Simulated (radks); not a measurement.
Dipole-allowed excitations along the series with 78 electrons in [Xe] 4f14 5d10. All-electron calculation, scalar-relativistic Kohn-Sham, LDA (Slater exchange, VWN5 correlation), spin-polarised, spherical densities, finite nucleus; Fermi nuclear charge, rms radius of each element as measured or else 0.836 A^(1/3) + 0.57 fm. Program: a radial shooting solver on a logarithmic mesh with Libxc functionals. Time-dependent linear response with the Hartree and adiabatic LDA kernel, continuum included through the Sternheimer equations, no spin-orbit coupling, so fine structure and intercombination lines are absent. Lines are the poles of the dipole polarisability below minus the highest occupied eigenvalue, found on a grid refined at the orbital gaps; the lowest seven at most are given, and weak or close lines can be missed. The first line takes the name of the lowest orbital gap if no other gap lies below it; otherwise a line is named after a gap within 0.6 % of it, if that gap stands alone.

species  -e(HOMO) (eV)  lowest orbital gap (eV)  first line (eV)      f  strongest line (eV)  its f  static alpha (bohr^3)
Au+             15.624              5d-6p 8.743    9.417 (5d-6p)  0.698            the first  0.698                  14.24
Hg2+            29.081             5d-6p 14.024   14.852 (5d-6p)  0.875            the first  0.875                  8.157
Tl3+            44.610             5d-6p 19.870   20.796 (5d-6p)  0.994  35.719 (unassigned)   1.37                  5.377
